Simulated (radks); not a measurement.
Results of a calculation; reference values are marked as such.
Q: The mean radii <r> (bohr) of the occupied orbitals of an atom or ion are listed with their occupations. Level of theory: Dirac Kohn-Sham, AM05, spin-unpolarised, spherical densities, point nucleus (a radial shooting solver on a logarithmic mesh with Libxc functionals).

orbital  occ.      <r>
1s1/2       2  0.01899
2s1/2       2  0.07980
2p1/2       2  0.06615
2p3/2       4  0.07387
3s1/2       2   0.2083
3p1/2       2   0.1982
3p3/2       4   0.2126
3d3/2       4   0.1864
3d5/2       6   0.1908
4s1/2       2   0.4684
4p1/2       2   0.4748
4p3/2       4   0.5079
4d3/2       4   0.5288
4d5/2       6   0.5404
5s1/2       2    1.124
5p1/2       2    1.238
5p3/2       4    1.332
4f5/2       6   0.6634
4f7/2       8   0.6748

Name the element and its charge. Open shells, if any, are shared by 2j + 1.

A: Z = 72, hafnium, charge +4: Hf4+ in [Xe] 4f14. The 1s radius gives Z: for a bare nucleus <r> = (2 gamma + 1)/(2Z) with gamma = sqrt(1 - (Z/c)^2), 0.01876 bohr for Z = 72, and screening makes it slightly larger (0.01899 here). The occupations add up to 68, and the charge is Z minus that.
